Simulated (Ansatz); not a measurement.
**One arrangement of a pair**

The pair of K⁺ (SMILES [K+], atom 1) and CH5N (SMILES CN, atoms 2–8), both closed shells, in one local arrangement (a lower one may exist), relaxed at PBE0-D4/def2-TZVP:

```json
{"atom": "K1", "x (Å)": "1.4584", "y (Å)": "2.2169", "z (Å)": "-1.2501"}
{"atom": "C2", "x (Å)": "-0.4152", "y (Å)": "-0.6791", "z (Å)": "-0.2168"}
{"atom": "N3", "x (Å)": "0.2447", "y (Å)": "0.4308", "z (Å)": "0.4918"}
{"atom": "H4", "x (Å)": "-0.8999", "y (Å)": "-1.3946", "z (Å)": "0.4522"}
{"atom": "H5", "x (Å)": "0.3188", "y (Å)": "-1.2229", "z (Å)": "-0.8139"}
{"atom": "H6", "x (Å)": "-1.1756", "y (Å)": "-0.2842", "z (Å)": "-0.8926"}
{"atom": "H7", "x (Å)": "0.9126", "y (Å)": "0.0404", "z (Å)": "1.1504"}
{"atom": "H8", "x (Å)": "-0.4440", "y (Å)": "0.8925", "z (Å)": "1.0790"}
```

Ansatz 0.2.0; basis: def2-TZVPPD, with def2-QZVPPD for the basis limit; cores frozen in the correlated methods. The outer core shell of Li, Na, Mg and K is correlated. The def2 sets are not built for correlating such inner shells, so the correlated values are less sure here. B3LYP uses VWN-RPA correlation. Extrapolation: Hartree–Fock as exp(−7.88 √X), correlation as X^−2.97. Interaction energies count from these two fragments, frozen as in the pair, with the counterpoise correction; negative means bound.

Q: What is the interaction energy by CCSD(T) at an estimated basis limit (MP2 extrapolated from triple and quadruple zeta, plus CCSD(T) − MP2 in triple zeta)? (To be estimated.)

A: Computed: -85.3 kJ/mol. Hartree–Fock alone gives -77.8 kJ/mol at the basis limit. It counts from the two fragments frozen as in the pair.

The same quantity by other methods in triple zeta, and each one's difference from that estimate:
| method | E_int (kJ/mol) | difference |
| --- | --- | --- |
| PBE-D4 | -85.2 | 0.1 |
| revPBE-D4 | -81.1 | 4.3 |
| BLYP-D4 | -83.8 | 1.5 |
| r2SCAN-D4 | -82.5 | 2.9 |
| B97M-V | -81.6 | 3.7 |
| PBE0-D4 | -85.8 | -0.4 |
| B3LYP-D4 | -85.6 | -0.2 |
| HSE06-D4 | -85.7 | -0.4 |
| wB97X-V | -84.8 | 0.5 |
| wB97M-V | -84.6 | 0.7 |
| B2PLYP | -81.8 | 3.5 |
| HF | -77.0 | 8.3 |
| MP2 | -81.6 | 3.7 |
| CCSD | -80.4 | 4.9 |
| CCSD(T) | -80.6 | 4.8 |
Differences are method less estimate.

Q: Which atoms make the shortest contact between the fragments?

A: K1 and N3, 2.77 Å apart.

Basis-set superposition shift (counterpoise-corrected less uncorrected): CCSD(T) 4.3; MP2 4.0; HF 0.5; PBE0-D4 0.9; wB97M-V 0.9 kJ/mol.

T1 diagnostic: at most 0.009.

For scale, one of the runs: CCSD(T)/def2-TZVPPD, 195 basis functions, launched by `ansatz run in.yaml --threads 2 --pin off --events-out ev --progress --plain --max-ram 5222MiB`. Time: 32 s of wall clock on 2 CPU threads of an Intel Xeon Platinum 8488C; the host was shared. Peak host memory: 2.4 GiB.
